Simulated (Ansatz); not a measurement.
`CSC(F)[SiH3]` at its PBE0-D4/def2-TZVP geometry, where that method's forces vanish. Charge 0, multiplicity 1.

```csv
atom,x (Å),y (Å),z (Å)
C1,-0.0522,-2.2877,0.2615
S2,0.3780,-0.8779,-0.7736
C3,-0.3386,0.4590,0.1464
F4,-1.7306,0.5049,0.0222
Si5,0.4221,2.1014,-0.4516
H6,0.3373,-3.1767,-0.2355
H7,-1.1340,-2.3785,0.3530
H8,0.4068,-2.2028,1.2475
H9,-0.1283,0.3125,1.2118
H10,1.7985,2.2067,0.0938
H11,0.4535,2.1219,-1.9345
H12,-0.4125,3.2171,0.0591
```

Q: For each bond, give half the difference of the two atoms' forces along it (eV/Å; positive pushes the atoms apart) under PBE-D4, r2SCAN-D4, B3LYP-D4, ωB97M-V in def2-TZVPP. (Best estimate.)

A: Ansatz gave: 
```
   bond  length (Å)  PBE-D4  r2SCAN-D4  B3LYP-D4  ωB97M-V
  C1–S2       1.801    0.18       0.17      0.26     0.12
  C1–H6       1.090    0.10      -0.05     -0.09    -0.06
  C1–H7       1.089    0.10      -0.04     -0.08    -0.08
  C1–H8       1.091    0.10      -0.04     -0.08    -0.08
  S2–C3       1.774    0.07       0.05      0.16     0.07
  C3–F4       1.398    0.58       0.42      0.42     0.26
 C3–Si5       1.906   -0.09      -0.08     -0.02    -0.01
  C3–H9       1.096    0.09      -0.06     -0.18    -0.15
Si5–H10       1.484    0.06      -0.02     -0.07    -0.09
Si5–H11       1.483    0.07      -0.03     -0.07    -0.10
Si5–H12       1.484    0.09      -0.02     -0.10    -0.13
```

B3LYP here is the variant with VWN-RPA as its local correlation; programs differ in this.
